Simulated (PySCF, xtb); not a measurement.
C3H3BO2, SMILES C#CB(O)C=O.

GFN2-xTB (xtb) at its own geometry gives an orbital gap of 2.97 eV and a dipole moment of 4.43 D.

Coordinates come from a PBE0-D3(BJ)/def2-SVP optimisation. The structure was generated by enumeration, and PubChem lists no compound with its InChIKey, so it may never have been made. One conformer was computed; it need not be the lowest.

Task: What does B3LYP/def2-TZVP in PySCF give? (The exact figures need the calculation; the answer reports its results.)

Result: gap 4.18 eV (levels -6.89 and -2.71 eV), dipole 3.51 D.
